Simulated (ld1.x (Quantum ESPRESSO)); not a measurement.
# What one change does to a pseudopotential (Ni, TM)

* Element: nickel (Ni)
* Generator: ld1.x (Quantum ESPRESSO) 7.5
* Type: norm-conserving Troullier–Martins (Kleinman–Bylander form)
* Functional: PBEsol
* Relativity: scalar-relativistic
* Frozen core: [Ne] 3s2
* Valence charge: 16
* Reference configuration: 3p6 3d8 4s2 4p0
* Partial waves: 4s (bound): rc 2.25 bohr; 3p (bound): rc 1.25 bohr; 3d (bound): rc 1.25 bohr
* Local potential: the d channel
* Core correction: Bessel-smoothed model core inside 0.95 bohr

Change: local potential the p channel.

Cutoffs: the cutoffs (Ry, on a coarse ladder) from which the occupation-weighted sum of valence levels, in a spherical-Bessel basis at the reference potential, stays within 10 and 1 mRy of its value at 400 Ry; they do not see the model core or the augmentation charge, which bear on the density cutoff. Errors are all-electron minus pseudo energies relative to the spin-unpolarised reference configuration.

**Question.** How do hardness, ghosts and transferability respond?

**Answer.** The potential gets neither clearly harder nor softer (160 Ry and 260 Ry → 160 Ry and 260 Ry); both files keep a bound ghost (s); of the 7 tests that both files solve, the error grows in 2 and shrinks in 3 by more than 15 % and 0.3 meV (median size 52.5 → 40.0 meV); the range in which the s phases agree widens (upper end 1.9 → 3.2); the range in which the p phases agree widens (upper end 0.0 → at the end of the scan).

| quantity | base | changed |
| --- | --- | --- |
| cutoff, loose | 160 Ry | 160 Ry |
| cutoff, tight | 260 Ry | 260 Ry |
| loose cutoff by channel (10 mRy a level) | s 6 Ry, p 70 Ry, d 140 Ry | s 12 Ry, d 140 Ry, p 70 Ry |
| bound ghosts | s | s |
| error for 3p6 3d8 4s1 4p0, meV [ΔE 9.34 eV] | -5.1 | -5.9 |
| error for 3p6 3d8 4s0 4p0, meV [ΔE 26.60 eV] | -42 | -41 |
| error for 3p6 3d7 4s0 4p0, meV [ΔE 64.03 eV] | -5.3 | +22 |
| error for 3p5 3d8 4s2 4p0, meV [ΔE 79.40 eV] | -118 | -126 |
| error for 3p6 3d9 4s1 4p0, meV [ΔE -1.61 eV] | -53 | -40 |
| error for 3p6 3d9 4s0 4p0, meV [ΔE 6.26 eV] | -117 | -94 |
| error for 3p6 3d8 4s0 4p2, meV [ΔE 9.54 eV] | -214 | +10 |
| s: phases at 2.46 bohr within 0.05 rad from the reference energy up to (Ry; the scan ends near 5) | 1.9 | 3.2 |
| p: phases at 2.46 bohr within 0.05 rad from the reference energy up to (Ry; the scan ends near 5) | 0.0 | to the end of the scan |
| d: phases at 2.46 bohr within 0.05 rad from the reference energy up to (Ry; the scan ends near 5) | 1.4 | to the end of the scan |

 A true bound ghost makes a file unfit for plane-wave use even where its test errors are small: the radial tests pick states by their node count and pass the ghost by.
